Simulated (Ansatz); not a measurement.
CH5AlOS (`C[O][AlH][SH]`). The species carries charge 0 and has multiplicity 1. The geometry is a stationary point of PBE0-D4/def2-TZVP. It is one conformer, not always the lowest.

```xyz
9

C    -0.258    0.288    1.383
O    -0.912   -0.025    0.193
Al   -0.517   -0.352   -1.406
S     1.566   -0.343   -2.069
H     0.834    0.318    1.273
H    -0.586    1.267    1.748
H    -0.497   -0.456    2.150
H    -1.670   -0.665   -2.423
H     2.039   -0.032   -0.849
```

(1) What is the dipole moment at B3LYP/def2-TZVPP? (Estimate.)

(2) And with PBE, r2SCAN, ωB97M-V? (Estimate.)

(3) Give the Mulliken charges with B3LYP, PBE, r2SCAN in def2-TZVPP. (An estimate is asked.)

Results:

(1) Ansatz gave: 1.54 D, with components (0.31, 0.35, 1.47) D in this frame, pointing from negative to positive charge.

(2) The calculation gave: PBE 1.55 D, r2SCAN 1.61 D, ωB97M-V 1.54 D.

(3) Ansatz gave: 
```
atom  B3LYP    PBE  r2SCAN
  C1  -0.10  -0.12    0.03
  O2  -0.37  -0.29   -0.39
 Al3   0.51   0.43    0.55
  S4  -0.29  -0.28   -0.30
  H5   0.07   0.06    0.03
  H6   0.10   0.10    0.06
  H7   0.10   0.10    0.06
  H8  -0.13  -0.11   -0.14
  H9   0.11   0.12    0.11
```

B3LYP here is the variant with VWN-RPA as its local correlation; programs differ in this.
